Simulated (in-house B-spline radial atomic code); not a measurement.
# V XX (V19+): [He] 2s2

Level of theory: non-relativistic TPSSh, spin-polarised, spherical fractional occupations, point nucleus; calculated with a radial B-spline atomic code at the basis-set limit.

Effective charges: Z_r = [3n² - l(l+1)]/(2<r>) from the radius, Z_e = n√(-2ε) from the energy, and Slater's rules. Values are occupation-weighted means over spin.

| shell | electrons | ε (eV) | <r> (bohr) | Z_r | Z_e | Slater |
| --- | --- | --- | --- | --- | --- | --- |
| 1s | 2 | -6453.3 | 0.06648 | 22.56 | 21.78 | 22.70 |
| 2s | 2 | -1442.5 | 0.2792 | 21.49 | 20.59 | 20.95 |

The least bound orbital is 2s at -1443 eV, and it is also the most diffuse (<r> = 0.2792 bohr).
